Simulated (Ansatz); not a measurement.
C3H6ClFHfN2O, SMILES `C[N](C)[Hf]([F])([Cl])[N]=C=O`. Total charge 0; spin multiplicity 1. Hf takes the def2 core potential.

Cartesian coordinates in Å:
```
C -1.5131 -1.4824 -0.1386
N -0.3248 -0.6661 -0.2059
C 0.8364 -1.2819 0.4011
Hf -0.0512 1.1367 -1.0139
F -1.7446 1.7071 -1.6628
Cl 1.5641 0.9249 -2.7241
N 0.6741 2.3472 0.4611
C 1.0916 3.0461 1.3439
O 1.4973 3.7246 2.1992
H -1.7851 -1.7016 0.9021
H -1.3656 -2.4407 -0.6535
H -2.3587 -0.9747 -0.6075
H 0.6733 -1.4785 1.4683
H 1.0900 -2.2289 -0.0916
H 1.7163 -0.6316 0.3222
```

**Question.** What are the harmonic wavenumbers in cm⁻¹ at PBE0-D4/def2-TZVP (Ansatz, finite differences of forces, unscaled)? (Best estimate.)

**Answer.** Computed: 33, 38, 48, 76, 93, 125, 145, 161, 164, 212, 237, 280, 301, 369, 385, 554, 643, 653, 658, 989, 1089, 1098, 1156, 1206, 1302, 1442, 1457, 1465, 1470, 1478, 1494, 1514, 2357, 2995, 3000, 3048, 3060, 3071, 3118.

**Question.** Is this a minimum?

**Answer.** Yes, all 39 modes are real.

**Question.** Give the ideal-gas thermochemistry at 298.15 K and 1 bar (rigid rotor, harmonic oscillator; point group C1, symmetry number 1).

**Answer.** Zero-point energy 257.1 kJ/mol; H(298) − E = 293.3 kJ/mol; entropy 500.7 J/(mol·K), of which translation 180.8, rotation 130.3, vibration 189.6; G(298) − E = 144.1 kJ/mol. Modes under 100 cm⁻¹ are hindered rotations or soft bends, so the harmonic entropy is rough.
